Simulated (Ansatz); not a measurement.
# Ligand exchange: C4H9Cl + C3H8MgO → C4H10O + C3H7ClMg

Gas-phase species: C4H9Cl (1-chloro-2-methylpropane) `CC(C)CCl`, singlet; C3H8MgO `C[CH](C)[Mg][OH]`, singlet; C4H10O (2-methyl-1-propanol) `CC(C)CO`, singlet; C3H7ClMg `C[CH](C)[Mg][Cl]`, singlet. The partners trade Cl for OH: C–Cl and Mg–OH bonds give way to C–OH and Mg–Cl.

Shapes, held fixed at every level: PBE0-D4/def2-TZVP. Flexible molecules stand in one conformer, not always the lowest. Programs: Ansatz 0.2.0. Electronic energies: no zero-point or thermal term.

**Question.** Estimate ΔE of this reaction.

**Answer.** The highest level, CCSD(T)/def2-TZVPP, gives ΔE = -57.4 kJ/mol; the levels span -79.1 to -48.9. The column of differences is taken from that level and isn't an error. No measured value is set beside it here. Outer-core shells of Mg are correlated, in sets that cover them unevenly. Sets without diffuse functions underbind ionic bonds of s-block metals.

```json
{"level": "HF/def2-TZVPP", "kind": "Hartree–Fock", "ΔE (kJ/mol)": "-79.1", "less CCSD(T)/def2-TZVPP": "-21.7"}
{"level": "PBE-D4/def2-TZVPP", "kind": "GGA", "ΔE (kJ/mol)": "-56.9", "less CCSD(T)/def2-TZVPP": "+0.5"}
{"level": "PBE0-D4/def2-TZVPP", "kind": "global hybrid", "ΔE (kJ/mol)": "-62.9", "less CCSD(T)/def2-TZVPP": "-5.5"}
{"level": "wB97M-V/def2-TZVPP", "kind": "range-separated hybrid", "ΔE (kJ/mol)": "-58.9", "less CCSD(T)/def2-TZVPP": "-1.5"}
{"level": "wB97X-V/def2-TZVPP", "kind": "range-separated hybrid", "ΔE (kJ/mol)": "-60.8", "less CCSD(T)/def2-TZVPP": "-3.4"}
{"level": "MP2/def2-TZVPP", "kind": "perturbation theory", "ΔE (kJ/mol)": "-48.9", "less CCSD(T)/def2-TZVPP": "+8.5"}
{"level": "CCSD(T)/def2-TZVPP", "kind": "coupled cluster or CI", "ΔE (kJ/mol)": "-57.4", "less CCSD(T)/def2-TZVPP": "0.0"}
```
